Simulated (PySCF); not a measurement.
# A thermochemical cycle for TaCl

CCSD(T) in PySCF with def2-TZVPPD on every atom (core potentials on Ta), for the lowest determinant that a PBE0 search found; no spin–orbit coupling. TaCl, a quintet (σ ↑, π ↑, δ ↑↑), has De = 4.02 eV to neutral atoms, and TaCl⁺, a quartet (σ ↑, δ ↑↑), has De = 4.50 eV to Ta⁺ (5d3 6s1) + Cl.

The adiabatic ionisation energy of TaCl, between the minima, is 6.85 eV.

Task: Which ionisation energy of the Ta atom does this level give?

Result: IE(Ta) = IE(molecule) + De(ion) − De(neutral) = 6.85 + 4.50 − 4.02 = 7.33 eV; the measured value is 7.55 eV (NIST ASD).

Correlated steps freeze 5 core orbitals. These are scalar-relativistic numbers at best; spin–orbit coupling would shift them, the dissociation energy most. For an ion De counts to the pair picked by the measured ionisation energies or electron affinities, which need not be the lowest pair at this level. With d or f electrons several states lie close, and the lowest PBE0 determinant need not be the measured ground state.
